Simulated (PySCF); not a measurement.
Start geometry of `CS[SiH2][Se]C` from GFN2-xTB (Å):
```
atom  x, y, z in Å
C1    -2.640   -0.479    0.290
S2    -1.962   -0.695   -1.379
Si3    0.025    0.008   -1.115
Se4    0.766   -0.290    1.040
C5     2.566    0.273    0.716
H6    -2.051   -0.970    1.015
H7    -3.648   -0.882    0.266
H8    -2.696    0.612    0.509
H9     0.865   -0.767   -2.000
H10    0.116    1.438   -1.398
H11    3.095    0.189    1.677
H12    3.028   -0.363   -0.014
H13    2.542    1.324    0.383
```

What comes out of this run: PySCF 2.14.0, PBE0-D3(BJ)/def2-SVP geometry optimisation, gas phase?

```
atom  x, y, z in Å
C1    -2.2561    0.0365    0.3842
S2    -1.8259   -0.6881   -1.2314
Si3    0.2593   -0.2459   -1.3118
Se4    1.3218   -1.2077    0.4649
C5     2.5892    0.2344    0.8475
H6    -1.5648   -0.3132    1.1638
H7    -3.2729   -0.3030    0.6217
H8    -2.2470    1.1348    0.3397
H9     0.6984   -0.7769   -2.6341
H10    0.5557    1.2200   -1.2272
H11    3.0483   -0.0074    1.8151
H12    3.3702    0.2847    0.0788
H13    2.0684    1.1974    0.9247
```

The energy falls by 6.0 kcal/mol over 12 energy and gradient evaluations, the largest force component goes from 0.0355 to 3.6e-04 Eh/bohr, and the atoms move by 0.600 Å rms after alignment. Among the bonds, Se4–C5 and Si3–H9 change most and about equally (+0.045 to +0.046 Å). Bonds longer at the end by more than 0.005 Å: 8 of 12; shorter: 2. Among the angles that change most is Se4–Si3–H9, from 108.5° to 113.8°. Among the dihedrals that turn most is H9–Si3–Se4–C5, from 56° to 102°. Rotational constants go from 4328, 1023, 855.9 to 3846, 966.3, 913.7 MHz. The orientation of the end geometry is arbitrary; only internal coordinates are fixed.

The run used 136 basis functions and 80 SCF cycles in all. Time: 94 s wall; peak memory 0.56 GiB. Hardware: Arm Neoverse V2, one thread, shared host with 96 logical CPUs at a one-minute load of 31.

Not checked by PBE0-D3(BJ)/def2-SVP frequencies. One conformer, not necessarily the lowest.
